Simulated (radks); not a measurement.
Values are calculated unless marked as measured or tabulated.
Problem. Radial electron density D(r) = 4 pi r^2 rho(r) of an atom or ion with 14 electrons. Code: a radial shooting solver on a logarithmic mesh with Libxc functionals. Model: non-relativistic Kohn-Sham, PBE, spin-polarised, spherical densities, point nucleus.

r (bohr),D(r) (e/bohr),spin D(r)
0.003572,0.2566,-0.0000306
0.004614,0.4159,-0.0000494
0.005913,0.6585,-0.0000778
0.007638,1.047,-0.000123
0.009787,1.619,-0.000186
0.01264,2.494,-0.000279
0.01633,3.753,-0.000398
0.02093,5.420,-0.000519
0.02703,7.629,-0.000582
0.03464,10.14,-0.000414
0.04475,12.80,0.000393
0.05734,14.88,0.00256
0.07408,15.81,0.00766
0.09569,15.01,0.0180
0.1226,12.84,0.0356
0.1584,10.47,0.0633
0.203,9.705,0.0972
0.2622,11.19,0.128
0.3387,13.59,0.134
0.434,14.22,0.0999
0.5606,11.68,0.0343
0.7184,7.303,-0.00398
0.928,3.464,0.0608
1.199,1.832,0.271
1.536,1.766,0.573
1.984,1.854,0.796
2.543,1.453,0.754
3.285,0.7864,0.488
4.209,0.3039,0.221
5.438,0.07936,0.0667
7.024,0.01367,0.0127
9.001,0.001440,0.00140

What is the nuclear charge?

Solution. Z = 14. The innermost maximum, from 1s, lies near 1/Z = 0.0714 bohr (found: 0.0753), and its height grows with Z. The density is that of neutral silicon in [Ne] 3s2 3p2; the configuration itself is not fixed sharply by these data, and Z only to about a unit. D(r) has 3 maxima, at r = 0.0753, 0.407, 1.86 bohr, and minima at 0.195, 1.36 bohr, inside which lie 2.19, 10.36 electrons.
